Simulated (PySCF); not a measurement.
Se+ (selenium, charge +1) across methods

[Ar] 3d10 4s2 4p2 5s1, 5s spin antiparallel (an excited configuration). All numbers are calculated (PySCF 2.14, no relativity, point nucleus, in dyall-av2z (16s12p8d, 92 functions)).

```json
{"method": "r2SCAN", "E (hartree)": "-2400.685", "mean ε 4s β (eV)": "-29.281", "mean ε 4p α (eV)": "-20.427", "mean ε 5s β (eV)": "-7.377", "Σ⟨r²⟩ (bohr²)": "47.37", "⟨S²⟩": "1.754"}
{"method": "PBE0", "E (hartree)": "-2400.426", "mean ε 4s β (eV)": "-30.554", "mean ε 4p α (eV)": "-21.322", "mean ε 5s β (eV)": "-7.732", "Σ⟨r²⟩ (bohr²)": "47.34", "⟨S²⟩": "1.752"}
{"method": "TPSS", "E (hartree)": "-2400.638", "mean ε 4s β (eV)": "-29.126", "mean ε 4p α (eV)": "-20.014", "mean ε 5s β (eV)": "-7.272", "Σ⟨r²⟩ (bohr²)": "47.15", "⟨S²⟩": "1.752"}
{"method": "PW91", "E (hartree)": "-2400.866", "mean ε 4s β (eV)": "-29.332", "mean ε 4p α (eV)": "-19.849", "mean ε 5s β (eV)": "-7.289", "Σ⟨r²⟩ (bohr²)": "46.72", "⟨S²⟩": "1.752"}
{"method": "UHF", "E (hartree)": "-2399.07727", "mean ε 4s β (eV)": "-33.041", "mean ε 4p α (eV)": "-24.979", "mean ε 5s β (eV)": "-8.511", "Σ⟨r²⟩ (bohr²)": "48.35", "⟨S²⟩": "1.758"}
{"method": "HSE06", "E (hartree)": "-2400.410", "mean ε 4s β (eV)": "-30.284", "mean ε 4p α (eV)": "-20.863", "mean ε 5s β (eV)": "-7.383", "Σ⟨r²⟩ (bohr²)": "47.20", "⟨S²⟩": "1.752"}
{"method": "LDA", "E (hartree)": "-2397.294", "mean ε 4s β (eV)": "-29.768", "mean ε 4p α (eV)": "-19.897", "mean ε 5s β (eV)": "-7.274", "Σ⟨r²⟩ (bohr²)": "46.95", "⟨S²⟩": "1.751"}
{"method": "r2SCAN0", "E (hartree)": "-2400.679", "mean ε 4s β (eV)": "-30.574", "mean ε 4p α (eV)": "-21.741", "mean ε 5s β (eV)": "-7.800", "Σ⟨r²⟩ (bohr²)": "47.55", "⟨S²⟩": "1.754"}
{"method": "PBE", "E (hartree)": "-2400.359", "mean ε 4s β (eV)": "-29.245", "mean ε 4p α (eV)": "-19.806", "mean ε 5s β (eV)": "-7.270", "Σ⟨r²⟩ (bohr²)": "46.84", "⟨S²⟩": "1.752"}
```

The outer electron is Rydberg-like, and this basis confines it to a smaller radius and binds it less than a complete one would. With the s spin flipped the determinant is a mixture of two multiplicities, not a spectroscopic state.
